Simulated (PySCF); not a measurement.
AlClH2OSe, SMILES [OH][Al]([Cl])[SeH].

The structure is a stationary point at r2SCAN-D4/def2-SVP. The structure was generated by enumeration; whether it is a known compound was not checked. The values are those of a single conformer.

All values below come from IEF-PCM-PBE0/def2-SVP run with PySCF 2.14.0.

The values are the electrostatic part of the solvation free energy, E(continuum) − E(gas) at the gas-phase geometry, in a cavity of scaled van der Waals radii (PySCF's table); cavitation and dispersion terms are not included. A continuum can't describe solvent molecules that bind to the metal. In vacuum the orbital gap is 6.77 eV. The dipole moment in vacuum is 1.74 D.

Computed values in water (ε = 78.36), acetonitrile (ε = 35.69), N,N-dimethylformamide (ε = 37.22):
| solvent | ε | ΔG(elec) (kcal/mol) | dipole (D) | gap (eV) |
|---|---|---|---|---|
| water | 78.36 | -7.1 | 2.32 | 7.02 |
| acetonitrile | 35.69 | -6.9 | 2.31 | 7.01 |
| N,N-dimethylformamide | 37.22 | -6.9 | 2.31 | 7.01 |
